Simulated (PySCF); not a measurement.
C₂H₉FOSi₂, SMILES C([SiH3])[Si@H](CO)F.

Coordinates come from a B3LYP-D3(BJ)/def2-SVP optimisation. The structure was generated by enumeration; whether it is a known compound was not checked. The values are those of a single conformer.

Computed with PySCF with PBE/def2-TZVP.

Gas-phase values at a fixed geometry.

```yaml
total_energy: -835.27534 hartree
highest_occupied_level: -6.05 eV
lowest_empty_level: -0.86 eV
orbital_gap: 5.19 eV
dipole_moment: 1.93 D
quadrupole, principal values (traceless, Buckingham form, about the centre of nuclear charge): -3.75, -0.89, 4.64 D·Å
mean_static_polarisability: 82.5 bohr³ (12.23 Å³)
polarisability_principal_values: 72.2, 77.6, 97.7 bohr³
```
